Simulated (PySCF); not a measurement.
C₂H₅IMg, SMILES C[CH2][Mg][I].

Coordinates come from a B3LYP-D3(BJ)/def2-SVP optimisation. The def2 effective core potentials stand for the cores of I; spin–orbit coupling is left out. Other conformers were not sampled.

Level of theory: TDA-M06-2X/def2-SVPD run with PySCF 2.14.0.

Vertical excitations. Gas-phase values at a fixed geometry. State labels are in the subgroup Cs.

Computed lowest excited states:
```csv
state,symmetry,energy (eV),λ (nm),f,main pairs
S1,A',5.07,245,0.024,HOMO−2→LUMO 84 %
S2,A",5.08,244,0.028,HOMO−1→LUMO 89 %
S3,A',5.18,239,0.326,HOMO→LUMO 80 %
S4,A',5.30,234,0.124,HOMO→LUMO+1 75 %
S5,A",5.35,232,0.037,HOMO→LUMO+2 87 %
S6,A",5.69,218,0.000,"HOMO−1→LUMO+1 62 %, HOMO−2→LUMO+2 28 %"
S7,A',5.80,214,0.001,"HOMO−2→LUMO+1 51 %, HOMO−1→LUMO+2 41 %"
S8,A",5.81,213,0.000,"HOMO−2→LUMO+2 63 %, HOMO−1→LUMO+1 29 %"
S9,A',6.12,203,0.051,"HOMO−1→LUMO+2 34 %, HOMO−3→LUMO 27 %, HOMO−2→LUMO+1 26 %"
S10,A',6.66,186,0.237,HOMO→LUMO+3 77 %
T1,A',3.81,325,0,HOMO→LUMO 88 %
T2,A',4.77,260,0,HOMO→LUMO+1 84 %
T3,A",4.83,257,0,HOMO−1→LUMO 92 %
T4,A',4.83,257,0,HOMO−2→LUMO 91 %
```
Triplets are in the Tamm–Dancoff approximation.
